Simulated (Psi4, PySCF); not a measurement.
The PySCF input:
```python
from pyscf import gto, scf, dft

mol = gto.Mole()
mol.atom = '''
    C    -0.41778104   -1.21418858   -1.41267705
    Si    0.00000000    0.00000000   -0.00000000
    C     0.00554135    1.78528707   -0.67614402
    C    -1.31041007   -0.15385282    1.37971233
    C     1.72264977   -0.41724567    0.70910873
    H    -1.39396412   -1.00424407   -1.83950537
    H    -0.42931030   -2.24160426   -1.06128465
    H     0.30997764   -1.15221546   -2.21624356
    H     0.24035806    2.50337027    0.10386249
    H    -0.96211391    2.05565595   -1.08813490
    H     0.74182785    1.90768456   -1.46487309
    H    -2.30457514    0.07745214    1.00913662
    H    -1.33992132   -1.15990805    1.78735734
    H    -1.10210317    0.52516646    2.20113401
    H     1.75423943   -1.42860695    1.10324445
    H     2.49352738   -0.33921814   -0.05171446
    H     1.99205759    0.25646756    1.51702112
'''
mol.basis = 'def2-svp'
mol.verbose = 4
mol.build()

mf = dft.RKS(mol)
mf.xc = 'pbe0'
mf.grids.atom_grid = (99, 590)
mf.grids.prune = None
mf.kernel()
```

### Question
Write the same job for Psi4.

### Answer
Several could match; the one computed here: 
```
memory 2 GB

molecule mol {
0 1
  C    -0.417781   -1.214189   -1.412677
  Si    0.000000    0.000000   -0.000000
  C     0.005541    1.785287   -0.676144
  C    -1.310410   -0.153853    1.379712
  C     1.722650   -0.417246    0.709109
  H    -1.393964   -1.004244   -1.839505
  H    -0.429310   -2.241604   -1.061285
  H     0.309978   -1.152215   -2.216244
  H     0.240358    2.503370    0.103862
  H    -0.962114    2.055656   -1.088135
  H     0.741828    1.907685   -1.464873
  H    -2.304575    0.077452    1.009137
  H    -1.339921   -1.159908    1.787357
  H    -1.102103    0.525166    2.201134
  H     1.754239   -1.428607    1.103244
  H     2.493527   -0.339218   -0.051714
  H     1.992058    0.256468    1.517021
}

set basis def2-svp
set reference rks
set scf_type pk
set puream true
set d_convergence 1e-8
set dft_radial_points 99
set dft_spherical_points 590

energy('pbe0')
print_variables()
```

Both were run: PySCF gave -448.654111 Eh and Psi4 -448.654111 Eh, 0.000 mEh apart.
